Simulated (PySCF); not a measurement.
## Ionisation energy of B²⁺ by level of theory

B²⁺ [He] 2s1 [2s1/2^1, M_J = 1/2] → B³⁺ 1s2, as a difference of total energies. Calculation: PySCF 2.14, in x2c-TZVPPall-2c; the two-component X2C-1e Hamiltonian. Correlated levels: 1s2 frozen. "Screened" scales the spin-orbit matrix elements by Boettger's factors to mimic the two-electron term; Breit and QED terms are absent.

```tsv
method	ionisation energy (eV)	error (eV)
GHF (screened spin-orbit)	37.821	-0.110
GMP2 (screened spin-orbit)	37.821	-0.110
GCCSD (screened spin-orbit)	37.821	-0.110
GCCSD(T) (screened spin-orbit)	37.821	-0.110
```

Reference: 37.931 eV (measured; NIST Atomic Spectra Database, ionization energies).

Errors of the correlated levels include the incompleteness of this basis and the frozen core.
